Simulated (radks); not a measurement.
Problem. These are the eigenvalues of the occupied orbitals of an atom or ion with whole-number occupations (hartree). Calculated with a radial shooting solver on a logarithmic mesh with Libxc functionals: scalar-relativistic Kohn-Sham, PBEsol, spin-unpolarised, spherical densities, finite nucleus; Fermi nuclear charge, rms radius of each element as measured or else 0.836 A^(1/3) + 0.57 fm.

1s: -1779.091
2s: -294.3309
2p: -262.5756
3s: -66.82034
3p: -56.93588
3d: -43.70278
4s: -15.30817
4p: -12.04209
4d: -7.48596
5s: -3.82980
5p: -2.95758
4f: -2.53361

Which element is it, and in what charge state? The configuration may be excited.

Solution. Z = 63, europium, charge +5: Eu5+ in [Kr] 4d10 4f5 5s2 5p5. The list shows which subshells hold electrons but not how many an open one holds; the 1s level, -1779.1 hartree, gives Z - s = 59.7 by -(Z - s)^2/2, which with screening and relativity narrows Z to a few neighbours, and the depths of the outer levels then fix element, charge and occupations together.
